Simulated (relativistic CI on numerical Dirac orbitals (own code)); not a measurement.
# Calculated levels, Nd³⁺

Calculated at this level of theory: Dirac-Coulomb-Breit CI, orbitals from a KLI potential per configuration, a model potential for QED, valence Slater integrals scaled by 0.85, configuration energies shifted to the measured levels that pair with them (semi-empirical) (own radial code, finite nucleus).

Configuration list (outside the closed core [Kr] 4d10 5s2): 4f3.5p6, 4f2.5p6.5d, 4f.5p6.5d2, 4f2.5p6.6s, 4f3.5p5.5d, 4f2.5p6.6p, 4f5.5p4, 4f4.5p5, 4f2.5p6.6d, 4f2.5p6.7s, 4f2.5p6.5f, 4f2.5p6.7p, 4f.5p6.5d.6s, 4f.5p6.5f2, 4f3.5p5.6s, 4f2.5p6.6f, 4f2.5p6.7d, 4f.5p6.5d.5f, 4f2.5p6.5g, 4f.5p6.5d.6p, 4f2.5p5.6s.6p, 4f2.5p6.7f, 4f.5p6.6s2, 4f.5p6.5g.6p, 4f.5p6.5g2, 4f.5p6.5d.5g, 4f.5p6.6s.6p, 4f.5p6.5f.5g, 4f.5p6.6p2, 4f2.5p5.6s2. Levels of other configurations are missing.

The lowest level is 4f3.5p6 4I°_9/2, with 96 % of that term; Hund's rules for 4f3.5p6 give 4I° with J = 9/2, in agreement.

```tsv
No.	Configuration	Term	J	E (cm⁻¹)	%	jj configuration (%)
1	4f3.5p6	4I°	9/2	0.0	96	4f5/2^3 (60)
2	4f3.5p6	4I°	11/2	1763.8	98	4f5/2^2 4f7/2 (85)
3	4f3.5p6	4I°	13/2	3647.9	98	4f5/2 4f7/2^2 (80)
4	4f3.5p6	4I°	15/2	5611.2	98	4f7/2^3 (51)
5	4f3.5p6	4F°	3/2	12827.6	94	4f5/2^2 4f7/2 (41)
6	4f3.5p6	2H°	9/2	12854.3	74	4f5/2^2 4f7/2 (42)
7	4f3.5p6	4F°	5/2	13783.7	97	4f5/2^2 4f7/2 (70)
8	4f3.5p6	4F°	7/2	14629.6	89	4f5/2^2 4f7/2 (57)
9	4f3.5p6	4S°	3/2	14795.6	94	4f5/2^2 4f7/2 (52)
10	4f3.5p6	4F°	9/2	15655.5	79	4f5/2 4f7/2^2 (78)
11	4f3.5p6	2H°	11/2	15877.1	95	4f5/2 4f7/2^2 (65)
12	4f3.5p6	2G°	7/2	18032.2	80	4f5/2^2 4f7/2 (51)
13	4f3.5p6	4G°	5/2	19443.9	98	4f5/2^2 4f7/2 (41)
14	4f3.5p6	2K°	13/2	19953.8	98	4f5/2^2 4f7/2 (67)
15	4f3.5p6	2G°	9/2	20582.2	57	4f7/2^3 (58)
16	4f3.5p6	4G°	7/2	20823.0	88	4f5/2^2 4f7/2 (59)
17	4f3.5p6	2K°	15/2	21897.5	95	4f5/2^2 4f7/2 (43)
18	4f3.5p6	4G°	9/2	22255.1	77	4f5/2 4f7/2^2 (57)
19	4f3.5p6	2D°	3/2	22733.5	49	4f5/2 4f7/2^2 (51)
20	4f3.5p6	4G°	11/2	23403.4	95	4f5/2 4f7/2^2 (45)
21	4f3.5p6	2P°	1/2	24704.6	96	4f5/2 4f7/2^2 (54)
22	4f3.5p6	2D°	5/2	24956.7	97	4f5/2 4f7/2^2 (69)
23	4f3.5p6	2P°	3/2	27516.5	51	4f7/2^3 (77)
24	4f3.5p6	2I°	11/2	31280.6	87	4f5/2^2 4f7/2 (70)
25	4f3.5p6	4D°	3/2	31694.4	79	4f5/2^2 4f7/2 (71)
26	4f3.5p6	4D°	5/2	31980.9	78	4f5/2^2 4f7/2 (63)
27	4f3.5p6	2L°	15/2	31986.5	96	4f5/2^2 4f7/2 (49)
28	4f3.5p6	4D°	1/2	32226.8	95	4f5/2^2 4f7/2 (54)
29	4f3.5p6	2I°	13/2	32446.1	98	4f5/2 4f7/2^2 (85)
30	4f3.5p6	2L°	17/2	33489.4	99	4f5/2 4f7/2^2 (99)
31	4f3.5p6	4D°	7/2	34061.0	97	4f5/2 4f7/2^2 (67)
32	4f3.5p6	2H°	9/2	35546.1	98	4f5/2 4f7/2^2 (53)
33	4f3.5p6	2D°	3/2	36292.7	80	4f5/2 4f7/2^2 (72)
34	4f3.5p6	2H°	11/2	36738.5	86	4f5/2 4f7/2^2 (49)
35	4f3.5p6	2D°	5/2	37559.9	62	4f5/2 4f7/2^2 (45)
36	4f3.5p6	2F°	5/2	41665.2	80	4f7/2^3 (40)
37	4f3.5p6	2F°	7/2	43207.7	96	4f7/2^3 (43)
38	4f3.5p6	2G°	9/2	52579.2	98	4f5/2 4f7/2^2 (60)
39	4f3.5p6	2G°	7/2	53561.2	98	4f5/2 4f7/2^2 (57)
```

Energies count from the lowest computed level; ° marks odd parity. Filled j subshells are mostly left out of the jj labels. The list stops below the first level whose count of f electrons has no measured partner.

The mean weight of the leading LS term, summed over parents, in these 39 levels is 88 %, and that of the leading jj configuration (from the same eigenvectors) 60 %, so LS coupling describes them better.

Configurations whose levels could be paired with our table of measured levels were shifted onto them, all but the ground configuration, by the median error of their levels; single terms can still be off by 1,000 to 2,000 cm⁻¹ or more, and rates follow the energies as ν³ (E1, M1) or ν⁵ (E2). The others borrow a shift and can be off by several thousand cm⁻¹ or more. The fine structure of a lone outer electron comes out too small, for d and f at times inverted, and misplaced configurations move strength between like terms. 31 of the 32 excited levels that our extract of the measured tables holds in this range could be paired (the sources list more); they are missed by 1207 cm⁻¹ on average and 3407 at most, after the shifts were fitted to these levels, and levels without a partner can miss by more.

Landé's interval rule says that E(J) − E(J−1) = AJ with one A. For the ground term the intervals give A = 320.7, 289.9, 261.8 cm⁻¹ for J = 11/2, 13/2, 15/2; the multiplet is regular.

LS names give the leading component of a level, which can be under half, so a name can repeat, a term be missing and a line seem to break the LS rules.
